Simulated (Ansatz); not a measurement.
The same hydrogenolysis along the group Si, Ge, Sn.

Isolated molecules relaxed with PBE0-D4/def2-TZVP in Ansatz; ΔE leaves out vibrations. CBS: MP2 limit from def2 TZ/QZ plus the TZ coupled-cluster correction, frozen cores. This one scheme is used for every species. DFT in def2-TZVPP. def2 core potentials past Kr. For Ge, Sn outer-core shells are correlated without core-valence functions, which leaves a few kJ/mol of doubt a bond. Scalar relativity is left out up to krypton. Each species was taken in one conformer, which may not be the lowest.

```tsv
reaction	CCSD(T)/CBS(def2) (eV)
`N[SiH](O)F` + H₂ → `O[SiH2]F` + NH₃	0.58
`[NH2][GeH]([OH])[F]` + H₂ → `[OH][GeH2][F]` + NH₃	0.09
`[NH2][SnH]([OH])[F]` + H₂ → `[OH][SnH2][F]` + NH₃	?
```

**Question.** Fill in the missing values. (Best estimate.)

**Answer.** Ansatz gave: `[NH2][SnH]([OH])[F]` + H₂ → `[OH][SnH2][F]` + NH₃: -0.08 eV.

Largest T1 diagnostic: 0.014, for `[OH][SnH2][F]`.
